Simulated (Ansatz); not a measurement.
Relaxation of C2H9BO2Si (15 atoms, charge 0, multiplicity 1), to a largest force component of 0.015 eV/Å in at most 40 steps.

Theory: Ansatz, RKS revPBE-D4/def2-SVP.

```xyz
15
Properties=species:S:1:pos:R:3:forces:R:3
C -0.732 -0.949 -1.203 -2.35 2.28 -0.46
C -0.163 -0.614 0.152 -0.44 0.00 0.70
Si 1.652 -0.315 -0.038 0.85 0.04 0.91
B -0.762 0.668 0.857 -2.59 0.81 0.35
O -0.472 0.995 2.217 0.34 -0.07 -1.69
O -1.854 1.462 0.166 2.30 -1.69 1.39
H -0.611 -0.045 -1.905 -0.20 -0.97 0.54
H -0.272 -1.790 -1.667 0.49 -1.32 -0.66
H -1.864 -1.087 -1.065 1.09 -0.10 -0.58
H -0.307 -1.494 0.832 0.28 0.34 0.17
H 2.271 -0.099 1.324 0.10 0.13 -0.10
H 2.329 -1.482 -0.633 0.25 -0.37 -0.37
H 1.867 0.894 -0.881 0.07 0.26 -0.20
H 0.244 1.661 2.162 -0.14 0.00 0.49
H -1.346 2.144 -0.290 -0.06 0.65 -0.50
```

**Question.** Where does it end, and by what steps?

**Answer.** The run converged. The force dipped under the threshold on the way, but the program's further checks kept it going. After 20 steps the energy has fallen by 1.526 eV; H14 moved furthest, 0.98 Å.

| step | energy less start (eV) | largest force component (eV/Å) | accepted |
| --- | --- | --- | --- |
| 0 | 0.0000 | 2.590 | yes |
| 1 | -0.3583 | 1.900 | yes |
| 2 | -0.5422 | 1.319 | yes |
| 3 | -0.7765 | 0.924 | yes |
| 4 | -0.9561 | 2.362 | yes |
| 5 | -1.1380 | 1.847 | yes |
| 6 | -1.3356 | 1.130 | yes |
| 7 | -1.3986 | 2.184 | yes |
| 8 | -1.5086 | 0.111 | yes |
| 9 | -1.4709 | 0.537 | no |
| 10 | -1.5146 | 0.039 | yes |
| 11 | -1.5176 | 0.039 | yes |
| 12 | -1.5199 | 0.136 | yes |
| 13 | -1.5210 | 0.142 | yes |
| 14 | -1.5228 | 0.139 | yes |
| 15 | -1.5238 | 0.137 | yes |
| 16 | -1.5244 | 0.162 | yes |
| 17 | -1.5250 | 0.096 | yes |
| 18 | -1.5255 | 0.023 | yes |
| 19 | -1.5256 | 0.013 | yes |
| 20 | -1.5257 | 0.008 | yes |

```xyz
15
Properties=species:S:1:pos:R:3
C -0.798 -0.837 -1.191
C -0.099 -0.532 0.151
Si 1.791 -0.350 -0.059
B -0.639 0.760 0.901
O -0.264 0.969 2.208
O -1.456 1.704 0.305
H -0.645 -0.018 -1.929
H -0.411 -1.760 -1.670
H -1.894 -0.971 -1.065
H -0.215 -1.389 0.853
H 2.488 -0.280 1.270
H 2.341 -1.520 -0.839
H 2.099 0.904 -0.840
H -0.652 1.797 2.548
H -1.670 1.470 -0.614
```

Run time: 59 s on 2 threads of Arm Neoverse V2, on a shared host, peak memory 0.18 GiB.
